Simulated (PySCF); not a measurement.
## Correlation energy of Co⁺ (cobalt, charge +1)

[Ar] 3d7 4s1, high-spin 5F determinant (an excited configuration). Computed with PySCF 2.14 in ANO-RCC-VTZP (6s5p3d2f1g, 59 functions), with the spin-free X2C one-electron Hamiltonian (Gaussian nucleus). Frozen: [Ar]; 8 electrons correlated.

| level | correlation energy (mhartree) |
| --- | --- |
| CCSD | -196.19 |
| (T) | -4.99 |
| CCSD(T) | -201.18 |

Diagnostics: T1 = 0.0075, D1 = 0.0178, largest double amplitude 0.039.

Task: Is a single reference adequate?

Result: Yes: T1 lies below 0.03 and no double amplitude reaches 0.07.
